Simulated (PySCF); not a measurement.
A calculated (r2SCAN0, PySCF 2.14, ANO-RCC-VTZP, the spin-free X2C one-electron Hamiltonian (Gaussian nucleus)) atom or ion has these occupied shells.

```
shell  electrons  orbital energy (eV)  rms radius, mean of both spins (bohr)
 1s α          1             -10296.8                                 0.0560
 1s β          1             -10296.7                                 0.0560
 2s β          1              -1289.8                                  0.236
 2s α          1              -1289.8                                  0.236
 2p α          3              -1120.5                                  0.211
 2p β          3              -1120.4                                  0.211
 3s α          1              -159.05                                  0.699
 3s β          1              -159.03                                  0.699
 3p α          3              -106.95                                  0.737
 3p β          3              -106.93                                  0.737
 3d α          5              -22.656                                  0.919
 3d β          5              -22.609                                  0.919
 4s α          1              -10.343                                   2.55
 4s β          1               -9.497                                   2.55
 4p α          1               -3.916                                   3.54
```

Question: Name the element and its charge.

Answer: Ga (gallium, neutral), in [Ar] 3d10 4s2 4p1, 2P determinant.
